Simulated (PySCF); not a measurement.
Species: C5H6F3S (doublet state).
Structure used (GFN2-xTB), in Å, numbered top down from 1:
```
atom  x, y, z in Å
C1    -1.2261   -0.8437   -0.9336
C2    -0.7272    0.5420   -1.0106
C3    -0.1179    0.9611    0.3091
C4    -0.7898    1.4262    1.3474
S5     1.6708    0.8400    0.4476
C6     1.8620   -0.9690    0.2765
F7     0.9682   -1.6432    1.0006
F8     3.0723   -1.3275    0.6933
F9     1.7400   -1.3880   -0.9858
H10   -1.9131   -1.1144   -0.1552
H11   -0.8295   -1.6137   -1.5642
H12    0.0036    0.6495   -1.8126
H13   -1.5581    1.2342   -1.2041
H14   -1.8561    1.5702    1.2983
H15   -0.3036    1.6842    2.2713
```

The hyperfine couplings belong to this conformer and change with its torsions.

The species is `[CH2]CC(=C)SC(F)(F)F` [radical].

The calculation used UKS B3LYP, pcH-1 on C F H S, non-relativistic, mean-field spin-orbit, GIAO (PySCF 2.14.0). Isolated species at its GFN2-xTB geometry (one conformer only). Couplings are sensitive to structure, and on GFN2-xTB geometries they can be far from those on DFT ones. Stability of the SCF solution: not tested.

The largest Mulliken spin populations are on C1 (+1.07) and C2 (-0.08). C1 is the only atom above +0.15. The positive populations add up to 1.17 and the negative ones to -0.17, together 2S = 1. The angles at C1 add up to 359.6°, so it is planar; its axial dipolar tensor and the negative couplings of its protons fit spin in a p orbital normal to that plane.

Find Q in a(H) = Q·ρ(C) for the protons on the planar carbons that carry spin.

```
  H   C    ρ(C)  a(H) (G)  a/ρ (G)
H10  C1  +1.071    -22.49    -21.0
H11  C1  +1.071    -23.16    -21.6
```

These protons share one ρ (within 0.01), so their mean ratio, Q = -21.3 G, is no test of linearity. In McConnell's picture π spin on carbon polarises the C–H bond and leaves opposite spin at the proton, which makes Q negative, as found here.

How do the β-proton couplings of this frozen conformer go with θ, the angle between the C–H bond and the normal to the plane of the spin centre's three neighbours, both seen down the bond from centre to carbon?

```csv
β H,on,centre,θ (°),cos²θ,a (G)
H12,C2,C1,90,0.00,+1.16
H13,C2,C1,30,0.74,+42.10
```

Couplings in gauss use g_iso = 2.0027.
